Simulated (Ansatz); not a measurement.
**Question.** Name a neutral molecule of C, Ga, N, O and H with HOMO–LUMO gap (B3LYP/def2-TZVPP) between 4.80 and 5.10 eV and HOMO–LUMO gap (ωB97M-V/def2-TZVPP) between 9.20 and 9.50 eV (Ansatz, PBE0-D4/def2-TZVP geometry).

**Answer.** `N[CH2][GaH][OH]` (4.95 eV, 9.34 eV). Other molecules can fit too; these were computed, each in one conformer that needn't be the lowest.

B3LYP here is the variant with VWN-RPA as its local correlation; programs differ in this.
